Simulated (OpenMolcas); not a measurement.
**InNH2F2 (SMILES [NH2][In]([F])[F]): the HOMO–LUMO gap, rung by rung**

InNH2F2: 6 atoms, total charge 0, spin state singlet. SMILES: `[NH2][In]([F])[F]`. Geometry: relaxed at PBE0-D4/def2-TZVP.

Quantity: the HOMO–LUMO gap, in eV. The values are calculated.

```tsv
level	kind	program	value (eV)	CPU time
BLYP/def2-SVPD (core potential)	GGA	OpenMolcas	3.70	66 s
PBE/def2-SVPD (core potential)	GGA	OpenMolcas	3.80	65 s
revPBE/def2-SVPD (core potential)	GGA	OpenMolcas	3.84	72 s
M06-L/def2-SVPD (core potential)	meta-GGA	OpenMolcas	4.41	91 s
TPSS/def2-SVPD (core potential)	meta-GGA	OpenMolcas	4.03	92 s
B3LYP/def2-SVPD (core potential)	global hybrid	OpenMolcas	5.55	68 s
BHLYP/def2-SVPD (core potential)	global hybrid	OpenMolcas	8.25	56 s
M06-2X/def2-SVPD (core potential)	hybrid meta-GGA	OpenMolcas	8.26	71 s
```

The values span 3.70 to 8.26 eV. Orbital gaps aren't excitation energies; they tend to grow with the share of exact exchange. Times are those of the runs behind each value, whatever else they computed, on shared processors of several kinds: orders of magnitude only.
